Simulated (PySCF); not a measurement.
PbF₃: umbrella curve

Method: PySCF, UPBE0, basis Pb def2-TZVP with ECP60, F def2-TZVP (scalar-relativistic core potentials, no spin–orbit coupling, density fitting).

Rigid scan from the doublet minimum (Pb–F 2.029 Å (×3); F–Pb–F 107.6° (×3)). Coordinate: angle between each bond and the threefold axis, bonds fixed. Energies in kJ/mol from the minimum.

```
angle of the bonds to the threefold axis (°)  E (kJ/mol)  dipole size (D)  ⟨S²⟩
                                          55        38.2             5.66  0.76
                                          60        14.0             4.89  0.76
                                          65         2.2             4.06  0.76
                                          70         0.2             3.18  0.76
                                          75         4.9             2.30  0.76
                                          80        13.7             1.46  0.76
                                          85        22.5             0.69  0.76
                                          90        26.0             0.00  0.76
```

With the bonds held, the planar shape lies 26.0 kJ/mol from the minimum.

With an element this heavy the missing spin–orbit coupling can shift these numbers.

Other isomers or separated fragments may lie lower.
